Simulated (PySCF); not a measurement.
Species: C6H15AlO.
SMILES: `C[O+]([AlH3-])CC1CCC1`

Torsions of this conformer, `[CH3:1][O+:2]([AlH3-:3])[CH2:4][CH:5]1[CH2:6][CH2:7][CH2:8]1`: C1–O2–C4–C5 -73°, O2–C4–C5–C6 79°.

The closed-shell ground state was solved at several levels (PySCF, density fitting, gas phase, non-relativistic). The structure is a single PBE0-D3(BJ)/def2-SVP conformer in the gas phase; no vibrational or solvent corrections.

| level | basis functions | HOMO (eV) | LUMO (eV) | gap (eV) | dipole (D) |
| --- | --- | --- | --- | --- | --- |
| CAM-B3LYP/def2-SVPD | 287 | -8.66 | 0.89 | 9.55 | 5.42 |
| CAM-B3LYP/pcSseg-1 | 218 | -8.67 | 1.43 | 10.10 | 5.49 |

(1) What might PBE0/pcSseg-1 (218 basis functions) give for the same quantities?

(2) Over all these levels, which gives the widest orbital gap and which the narrowest?

(3) How far do the dipole and the HOMO energy spread over the levels?

## Answers

(1) HOMO -7.28 eV, LUMO 0.45 eV, gap 7.73 eV, dipole 5.44 D.

(2) CAM-B3LYP/pcSseg-1 (range-separated hybrid) has the widest, 10.10 eV, and PBE0/pcSseg-1 (global hybrid, 25 % exact exchange) the narrowest, 7.73 eV. The two share the basis. From the narrowest to the widest the HOMO moves by -1.39 eV and the LUMO by +0.98 eV.

(3) The dipole runs from 5.42 to 5.49 D (mean 5.45 D) and the HOMO from -8.67 to -7.28 eV.
